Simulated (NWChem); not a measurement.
System: C3H4BrF; SMILES Br[C@H]1[C@H](F)C1

Here is an NWChem input.

```
start job
memory heap 200 mb stack 900 mb global 1100 mb
geometry units angstroms noautosym nocenter noautoz
  F      0.707489     2.683214     0.096956
  C      0.143478     1.549616    -0.424789
  C     -1.284867     1.239696    -0.079885
  C     -0.153043     0.438185     0.521956
  Br     0.153333    -1.407292     0.002694
  H      0.513433     1.325121    -1.421344
  H     -1.803562     1.913091     0.597349
  H     -1.904285     0.786478    -0.847986
  H      0.079677     0.592761     1.569163
end
basis spherical
  * library def2-svp
end
dft
  xc hfexch
  iterations 150
end
property
  efieldgrad
end
task dft property
```

Parts of the log:

```
             Northwest Computational Chemistry Package (NWChem) 7.3.0
             --------------------------------------------------------

                             Geometry "geometry" -> ""
                             -------------------------

 Output coordinates in angstroms (scale by  1.889725989 to convert to a.u.)

  No.       Tag          Charge          X              Y              Z
 ---- ---------------- ---------- -------------- -------------- --------------
    1 F                    9.0000     0.70748900     2.68321400     0.09695600
    2 C                    6.0000     0.14347800     1.54961600    -0.42478900
    3 C                    6.0000    -1.28486700     1.23969600    -0.07988500
    4 C                    6.0000    -0.15304300     0.43818500     0.52195600
    5 Br                  35.0000     0.15333300    -1.40729200     0.00269400
    6 H                    1.0000     0.51343300     1.32512100    -1.42134400
    7 H                    1.0000    -1.80356200     1.91309100     0.59734900
    8 H                    1.0000    -1.90428500     0.78647800    -0.84798600
    9 H                    1.0000     0.07967700     0.59276100     1.56916300

 Effective nuclear repulsion energy (a.u.)     309.4727855819

  xc_inp: hfexch multiplicative factor not found.
                              NWChem Property Module
                              ----------------------

  itol2e modified to match energy
  convergence criterion.

                                 NWChem DFT Module
                                 -----------------

 Summary of "ao basis" -> "ao basis" (spherical)
 ------------------------------------------------------------------------------
       Tag                 Description            Shells   Functions and Types
 ---------------- ------------------------------  ------  ---------------------
 F                          def2-svp                 6       14   3s2p1d
 C                          def2-svp                 6       14   3s2p1d
 Br                         def2-svp                12       32   5s4p3d
 H                          def2-svp                 3        5   2s1p

  itol2e modified to match energy
  convergence criterion.

            General Information
            -------------------
          SCF calculation type: DFT
          Wavefunction type:  closed shell.
          No. of atoms     :     9
          No. of electrons :    66
           Alpha electrons :    33
            Beta electrons :    33
          Charge           :     0
          Spin multiplicity:     1
          Use of symmetry is: off; symmetry adaption is: off
          Maximum number of iterations: 150
          AO basis - number of functions:   108
                     number of shells:    48
          Convergence on energy requested:  1.00D-07
          Convergence on density requested:  1.00D-05
          Convergence on gradient requested:  5.00D-04

              XC Information
              --------------
                     Hartree-Fock (Exact) Exchange  1.000

      Superposition of Atomic Density Guess
      -------------------------------------

 Sum of atomic energies:       -2786.24986751

      Non-variational initial energy
      ------------------------------

 Total energy =   -2788.752425
 1-e energy   =   -4490.566017
 2-e energy   =    1392.340806
 HOMO         =      -0.300501
 LUMO         =       0.019980

[...]

          -----------------------
          Electric field gradient
          -----------------------

 1 a.u. = 0.324123 10**(16) esu/cm**3  ( or statvolts/cm**2 ) = 0.97174 10**(22) v/m**2

 ------------------------------------------------------------
   Atom      X         Y         Z
 ------------------------------------------------------------
    1 F    1.33696   5.07054   0.18322
 ------------------------------------------------------------

 Electric field gradient in molecular frame (a.u.)
         XX             YY             ZZ             XY             XZ             YZ
 ------------------------------------------------------------------------------------------
        0.758221      -1.583870       0.825648      -1.550387      -0.675078      -1.389538

 Principal components (a.u.) and orientation
 of principal axis w.r.t. absolute frame                      Asymmetry parameter eta
 --------------------------------------------------------------------------------------
       -2.982428       1.532535       1.449893                       0.027709

        0.411886       0.854004      -0.317847
        0.830086      -0.495534      -0.255742
        0.375909       0.158504       0.913000

 ------------------------------------------------------------
   Atom      X         Y         Z
 ------------------------------------------------------------
    2 C    0.27113   2.92835  -0.80273
 ------------------------------------------------------------

 Electric field gradient in molecular frame (a.u.)
         XX             YY             ZZ             XY             XZ             YZ
 ------------------------------------------------------------------------------------------
        0.139221      -0.261294       0.122073      -0.341292      -0.042887      -0.187125

 Principal components (a.u.) and orientation
 of principal axis w.r.t. absolute frame                      Asymmetry parameter eta
 --------------------------------------------------------------------------------------
       -0.510407       0.351267       0.159140                       0.376420

        0.460874       0.797834      -0.388660
        0.842015      -0.531463      -0.092513
        0.280369       0.284621       0.916725

 ------------------------------------------------------------
   Atom      X         Y         Z
 ------------------------------------------------------------
    3 C   -2.42805   2.34269  -0.15096
 ------------------------------------------------------------

 Electric field gradient in molecular frame (a.u.)
         XX             YY             ZZ             XY             XZ             YZ
 ------------------------------------------------------------------------------------------
       -0.130468       0.068675       0.061793       0.080008      -0.039134       0.012080

 Principal components (a.u.) and orientation
 of principal axis w.r.t. absolute frame                      Asymmetry parameter eta
 --------------------------------------------------------------------------------------
       -0.165983       0.096926       0.069057                       0.167904

        0.928762       0.339919      -0.147835
       -0.325770       0.938796       0.111964
        0.176846      -0.055827       0.982654

 ------------------------------------------------------------
   Atom      X         Y         Z
 ------------------------------------------------------------
    4 C   -0.28921   0.82805   0.98635
 ------------------------------------------------------------

 Electric field gradient in molecular frame (a.u.)
         XX             YY             ZZ             XY             XZ             YZ
 ------------------------------------------------------------------------------------------
        0.288159      -0.379194       0.091034       0.168453      -0.040213      -0.095461

 Principal components (a.u.) and orientation
 of principal axis w.r.t. absolute frame                      Asymmetry parameter eta
 --------------------------------------------------------------------------------------
       -0.432757       0.343668       0.089090                       0.588270

       -0.216226       0.936909       0.274680
        0.963316       0.250529      -0.096220
        0.158964      -0.243798       0.956709

 ------------------------------------------------------------
   Atom      X         Y         Z
 ------------------------------------------------------------
    5 Br   0.28976  -2.65940   0.00509
 ------------------------------------------------------------

 Electric field gradient in molecular frame (a.u.)
         XX             YY             ZZ             XY             XZ             YZ
 ------------------------------------------------------------------------------------------
        3.384439      -6.144206       2.759767       1.594366       0.436245      -2.695034

 Principal components (a.u.) and orientation
 of principal axis w.r.t. absolute frame                      Asymmetry parameter eta
 --------------------------------------------------------------------------------------
       -7.155615       3.644187       3.511428                       0.018553

       -0.154932       0.985977       0.062012
        0.951591       0.165806      -0.258809
        0.265462      -0.018912       0.963936

 ------------------------------------------------------------
   Atom      X         Y         Z
 ------------------------------------------------------------
    6 H    0.97025   2.50412  -2.68595
 ------------------------------------------------------------

 Electric field gradient in molecular frame (a.u.)
         XX             YY             ZZ             XY             XZ             YZ
 ------------------------------------------------------------------------------------------
        0.110447       0.131058      -0.241505       0.016927       0.153620      -0.097390

[...]
```

Level: Hartree-Fock/def2-SVP. Coordinates come from a B3LYP/6-31G* (spherical d) optimisation. NWChem prints the field gradient with the sign opposite to the second derivative of the potential.
